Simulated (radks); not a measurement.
K I, configuration [Ne] 3s1.5 3p6 4s1 3d0.5 (fractional occupations, a model configuration).

Method: non-relativistic Kohn-Sham, TPSS, spin-polarised, spherical densities, point nucleus; open shells are filled with parallel spins first; meta-GGA in the generalised Kohn-Sham scheme; computed with a radial shooting solver on a logarithmic mesh with Libxc functionals.

Energy parts (hartree):
| part | energy |
|---|---|
| total | -599.26463 |
| kinetic | 598.63374 |
| electron-nucleus | -1419.76903 |
| Hartree | 255.14243 |
| exchange-correlation | -33.27176 |

Orbitals (lengths in bohr, moments of r in powers of bohr):
orbital,occ.,eigenvalue (hartree),<r^4>
1s up,1,-129.3457,0.0002041
1s down,1,-129.3390,0.0002042
2s up,1,-13.11363,0.05736
2s down,1,-13.10592,0.05726
2p up,3,-10.47287,0.04897
2p down,3,-10.46512,0.04884
3s up,1,-1.43453,5.493
3s down,0.5,-1.39694,5.553
3p up,3,-0.81618,9.728
3p down,3,-0.78245,9.841
4s up,1,-0.11625,926.1
3d up,0.5,-0.02179,2803

The highest occupied level is 3d up at -0.593 eV. Summed over all electrons, <r^2> = 56.73 bohr^2, which gives a Langevin (diamagnetic) susceptibility term of -44.9 x 10^-6 cm^3/mol.
